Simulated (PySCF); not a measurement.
A GIAO shielding run with PySCF 2.14 (density fitting, non-relativistic, gas phase) on SMILES FC1=COBO1, C2H2BFO2:

```
$ OMP_NUM_THREADS=1 python probes_run.py task.json out

{"job": {"kind": "nmr", "xc": "mPW1PW91", "basis": "pcSseg-2", "pop": false}, "charge": 0, "multiplicity": 1}
F     -1.152577    -0.921537     1.743815
C     -0.506086    -0.381952     0.750647
C     -0.644206     0.803736     0.141294
O      0.301826     0.872538    -0.855370
B      0.993194    -0.306459    -0.808781
O      0.487006    -1.105796     0.205311
H     -1.323978     1.634357     0.300857
H      1.896375    -0.615590    -1.525339
```

Hardware: 1 thread of an Arm Neoverse V1, shared host. The job also computes ring-centre shieldings.

(1) How large is the calculation?

(2) How long does it take, and how much memory does it need?

(3) And these other runs on the same molecule and hardware: GIAO shielding at B3LYP/pcSseg-2; GIAO shielding at B97-D/pcSseg-2; GIAO shielding at BLYP/pcSseg-2; GIAO shielding at BP86/pcSseg-2; GIAO shielding at HF/pcSseg-2; GIAO shielding at KT2/pcSseg-2?

Results:

(1) 44 electrons, 244 basis functions and 659 auxiliary functions.

(2) 25 s of wall time, with 13 SCF cycles and 5 response iterations; peak memory 0.87 GiB. Times on a shared host scatter by some tens of per cent.

(3) B3LYP/pcSseg-2: 244 functions, 23 s; B97-D/pcSseg-2: 244 functions, 33 s; BLYP/pcSseg-2: 244 functions, 36 s; BP86/pcSseg-2: 244 functions, 33 s; HF/pcSseg-2: 244 functions, 12 s; KT2/pcSseg-2: 244 functions, 33 s.
